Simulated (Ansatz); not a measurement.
AlI3, relaxed as a singlet with RKS r2SCAN-D4/def2-SVP in Ansatz, starting from the GFN2-xTB geometry. Force threshold 0.02 eV/Å.

In the def2 sets I takes a core potential; there is no spin–orbit coupling.

Start:

```xyz
4

Al   -0.001    0.000    0.000
I    -1.137    2.173    0.547
I     0.906   -1.443    1.847
I     0.232   -0.729   -2.393
```

```
step  energy (eV)  largest force component (eV/Å)  SCF passes
   1  -30911.0960                           0.588          21
   2  -30911.1247                           0.422          24
   3  -30911.1447                           0.021          23
   4  -30911.1448                           0.000          18
```

Force components are those of the run's own axes.

End:

Cartesian coordinates in Å:
```
Al 0.000 0.000 0.000
I -1.113 2.127 0.535
I 0.886 -1.413 1.807
I 0.227 -0.714 -2.342
```

By distances, no bond broke or formed. The bond that changes most is Al1–I3, from 2.51 to 2.46 Å (atoms count from 1).

No frequencies were taken in this run, so the end may be a saddle point.

It took 11 s on 4 threads of Arm Neoverse V1 on a shared host.
